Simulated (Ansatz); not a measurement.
Isolated molecules relaxed with PBE0-D4/def2-TZVP in Ansatz; ΔE leaves out vibrations. CCSD(T)/CBS adds triple-zeta CCSD(T) − MP2 to the extrapolated MP2 energy (def2 sets, frozen cores). Functionals use def2-TZVPP. Elements past krypton have def2 core potentials. For Ge, Te outer-core shells are correlated without core-valence functions, which leaves a few kJ/mol of doubt a bond. Scalar relativity is left out up to krypton. One conformer a species, not always the lowest.

Consider the redistribution: `[CH3][GeH2][TeH]` + `[SiH3][AlH][Cl]` → `[CH3][GeH2][AlH][Cl]` + `[SiH3][TeH]`.

`[CH3][GeH2][TeH]`:

Cartesian coordinates in Å:
```
C 0.256 1.114 0.598
Ge -0.745 -0.285 -0.321
Te 0.822 -1.827 -1.641
H -0.430 1.776 1.129
H 0.830 1.694 -0.124
H 0.944 0.667 1.317
H -1.686 0.305 -1.387
H -1.566 -1.120 0.678
H 1.575 -2.323 -0.250
```

`[SiH3][AlH][Cl]`:

Z-matrix (Å, degrees):
```
Si
Al 1 2.446
H 1 1.490 2 110.2
H 1 1.490 2 110.2 3 118.9
H 1 1.489 2 112.2 3 -120.6
Cl 2 2.104 1 116.2 3 -59.8
H 2 1.581 1 127.5 3 120.1
```

`[CH3][GeH2][AlH][Cl]`:

Cartesian coordinates in Å:
```
C 0.567 -1.532 0.127
Ge 0.684 0.344 -0.435
Al -1.296 1.664 0.230
Cl -2.878 0.597 1.127
H 1.450 -2.079 -0.204
H 0.498 -1.596 1.213
H -0.321 -1.997 -0.303
H 0.854 0.404 -1.970
H 1.966 0.975 0.154
H -1.523 3.220 0.060
```

`[SiH3][TeH]`:

Z-matrix (Å, degrees):
```
Si
Te 1 2.494
H 1 1.484 2 111.4
H 1 1.484 2 111.4 3 122.4
H 1 1.484 2 104.9 3 -118.8
H 2 1.658 1 91.7 3 -60.9
```

```csv
level,ΔE (kJ/mol)
PBE0-D4,-6.3
PBE0,-6.3
SCS-MP2/def2-TZVPP,-8.2
MP2/def2-QZVPP,-10.2
```

(1) What does CCSD(T)/CBS give? (Best estimate.)

Largest T1 diagnostic among the species: 0.011.

## Answers

(1) Ansatz gave: -8.6 kJ/mol. The listed levels differ from it by 2.3, 2.3, 0.4, -1.6 kJ/mol.
